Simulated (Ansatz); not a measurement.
Cost and result for the atomization energy of CH2BFO, SMILES `FB1CO1` (6 atoms, 6 bonds).

Charge 0, multiplicity 1. The geometry is a stationary point of PBE0-D4/def2-TZVP. Program: Ansatz. All runs use 2 threads of an Intel Xeon Platinum 8488C on a shared host. Times are those of one run each, without the atoms' runs, and a repeat can differ threefold. Electronic energies, without spin–orbit coupling; frozen cores. CCSD(T)/CBS adds CCSD(T) − MP2 in def2-TZVPP to the MP2 limit, and its time is that of the two runs behind it. T1 = 0.014. B3LYP takes the VWN-RPA correlation (the form of Gaussian; ORCA's B3LYP/G).

CCSD(T)/CBS is a level of theory with its own doubt, some kJ/mol a heavy atom from the limit and from the frozen cores, so smaller differences don't rank the functionals.

| level | functions | wall time |
| --- | --- | --- |
| LDA (SPW92)/def2-TZVPP | 152 | 0.6 s |
| CCSD(T)/def2-SVP | 66 | 0.8 s |
| PBE-D4/def2-TZVPP (with forces) | 152 | 1.2 s |
| CAM-B3LYP-D4/def2-TZVPP | 152 | 1.4 s |
| B3LYP-D4/def2-TZVPP (with forces) | 152 | 1.5 s |
| r2SCAN-D4/def2-TZVPP (with forces) | 152 | 1.6 s |
| B2PLYP/def2-TZVPP | 152 | 2 s |
| PBE-QIDH/def2-TZVPP | 152 | 2.1 s |
| B97M-V/def2-TZVPP | 152 | 2.6 s |
| ωB97M-V/def2-TZVPP (with forces) | 152 | 3.6 s |
| MP2/def2-QZVPP | 288 | 6.5 s |
| CCSD(T)/def2-TZVPP | 152 | 7.5 s |
| CCSD(T)/CBS(def2) | – | 14 s |

Task: What atomization energy does each give, and how far from CCSD(T)/CBS? (Best estimate.)

Result: The calculation gave: 
```csv
level,atomization (kJ/mol),difference from CCSD(T)/CBS,per bond
LDA (SPW92)/def2-TZVPP,3050.6,460.0,76.7
CCSD(T)/def2-SVP,2481.6,-109.0,-18.2
PBE-D4/def2-TZVPP (with forces),2698.9,108.3,18.1
CAM-B3LYP-D4/def2-TZVPP,2617.3,26.7,4.5
B3LYP-D4/def2-TZVPP (with forces),2596.6,6.0,1.0
r2SCAN-D4/def2-TZVPP (with forces),2625.4,34.8,5.8
B2PLYP/def2-TZVPP,2584.6,-6.0,-1.0
PBE-QIDH/def2-TZVPP,2590.3,-0.3,0.0
B97M-V/def2-TZVPP,2616.6,26.0,4.3
ωB97M-V/def2-TZVPP (with forces),2613.4,22.8,3.8
MP2/def2-QZVPP,2668.7,78.1,13.0
CCSD(T)/def2-TZVPP,2523.9,-66.7,-11.1
CCSD(T)/CBS(def2),2590.6,0.0,0.0
```

At CCSD(T), def2-SVP lies −108.9 kJ/mol from the extrapolated value and def2-TZVPP −66.7 kJ/mol: correlation converges slowly with the basis, and small sets miss more of it in the bonded molecule than in its fragments. From r2SCAN to r2SCAN0 (25 % exact exchange), in def2-TZVPP and without D4, the atomization energy moves by −69.5 kJ/mol: exact exchange takes away binding that semilocal exchange gives to molecules. Leaving LDA and LC-ωPBE aside and taking each functional with its dispersion term where it has one, the values, not all of them listed here, spread over 217.1 kJ/mol, from BHLYP-D4 to PBE-D4. LDA lies +358.7 kJ/mol from PBE without D4, its usual overbinding.
